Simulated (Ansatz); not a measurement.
Frontier orbitals of `[NH]=[Mo](=[NH])([Cl])[Cl]`.

The species carries charge 0 and has multiplicity 1. Correlated methods include outer-core shells of Mo, which these sets cover unevenly. Mo: def2 effective core potential. The geometry is a stationary point of PBE0-D4/def2-TZVP. It is one conformer, not always the lowest. Basis def2-TZVPP, Ansatz 0.2.0.

| functional | HOMO (eV) | LUMO (eV) |
| --- | --- | --- |
| LC-ωPBE | -11.11 | -0.64 |

(1) Give HOMO and LUMO (eV) with LDA (SPW92), PBE, revPBE, BLYP, r2SCAN, B97M-V, PBE0, B3LYP, r2SCANh, r2SCAN0, HSE06 (plane-wave form), BHLYP, CAM-B3LYP, ωB97X-V, ωB97M-V, HF. (An estimate is asked.)

## Answers

(1) The calculation gave: 
```json
{"functional": "LDA (SPW92)", "HOMO": "-7.23", "LUMO": "-3.66"}
{"functional": "PBE", "HOMO": "-7.07", "LUMO": "-3.43"}
{"functional": "revPBE", "HOMO": "-7.01", "LUMO": "-3.34"}
{"functional": "BLYP", "HOMO": "-6.92", "LUMO": "-3.32"}
{"functional": "r2SCAN", "HOMO": "-7.39", "LUMO": "-3.41"}
{"functional": "B97M-V", "HOMO": "-7.46", "LUMO": "-3.38"}
{"functional": "PBE0", "HOMO": "-8.42", "LUMO": "-2.73"}
{"functional": "B3LYP", "HOMO": "-8.16", "LUMO": "-2.93"}
{"functional": "r2SCANh", "HOMO": "-7.89", "LUMO": "-3.14"}
{"functional": "r2SCAN0", "HOMO": "-8.64", "LUMO": "-2.71"}
{"functional": "HSE06 (plane-wave form)", "HOMO": "-8.02", "LUMO": "-3.10"}
{"functional": "BHLYP", "HOMO": "-9.65", "LUMO": "-1.87"}
{"functional": "CAM-B3LYP", "HOMO": "-9.75", "LUMO": "-1.71"}
{"functional": "ωB97X-V", "HOMO": "-10.75", "LUMO": "-0.69"}
{"functional": "ωB97M-V", "HOMO": "-10.63", "LUMO": "-0.70"}
{"functional": "HF", "HOMO": "-11.56", "LUMO": "0.69"}
```

B3LYP here is the variant with VWN-RPA as its local correlation; programs differ in this. LC-ωPBE has ω = 0.4 bohr⁻¹.
